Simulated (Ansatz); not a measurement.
The same path of CH7BGaOP (12 atoms, charge 0, multiplicity 1) was run 3 times with different band settings. The coordinate that changes most is the height of P3 over the plane of its neighbours.

Computed with Ansatz, RKS PBE0-D4/def2-SVP.

Relaxed end points:

```xyz
12
Properties=species:S:1:pos:R:3
C -1.372 0.472 1.450
Ga 0.064 -0.159 0.244
P 2.123 -0.505 1.288
B -0.187 -0.692 -1.772
O -0.101 0.275 -2.714
H -2.233 -0.216 1.423
H -1.038 0.578 2.493
H -1.736 1.453 1.101
H 2.123 0.729 2.007
H 2.945 -0.032 0.221
H -0.386 -1.844 -2.129
H -0.202 -0.059 -3.613
```

```xyz
12
Properties=species:S:1:pos:R:3
C -1.371 0.511 1.442
Ga 0.096 0.087 0.183
P 2.236 0.555 0.994
B -0.148 -0.619 -1.781
O -0.211 0.273 -2.796
H -2.065 -0.341 1.526
H -1.011 0.772 2.447
H -1.955 1.360 1.050
H 2.045 -0.092 2.253
H 2.899 -0.552 0.383
H -0.211 -1.812 -2.041
H -0.303 -0.142 -3.661
```

Common settings: spring 5.0 eV/Å²; optimiser quadratic models (default); start path through a guess of the saddle point; force threshold 0.03 eV/Å; end points relaxed.

| run | movable images | climbing image | iteration limit |
| --- | --- | --- | --- |
| 1 | 7 | yes | 45 |
| 2 | 6 | no | 55 |
| 3 | 8 | no | 50 |

Question: What does each run give, and how far can it be trusted?

Answer: Run 1: converged after 19 iterations, highest image 0.446 eV above the first end. A vibrational analysis at the climbing image gives one clearly imaginary mode, 434i cm⁻¹, and a faint second one (23i cm⁻¹) that may be numerical noise or a soft torsion: probably a first-order saddle point.
Run 2: converged after 12 iterations, highest image 0.440 eV above the first end. No image climbed, so the highest image needn't sit at the top of the path.
Run 3: converged after 12 iterations, highest image 0.444 eV above the first end. No image climbed, so the highest image needn't sit at the top of the path.
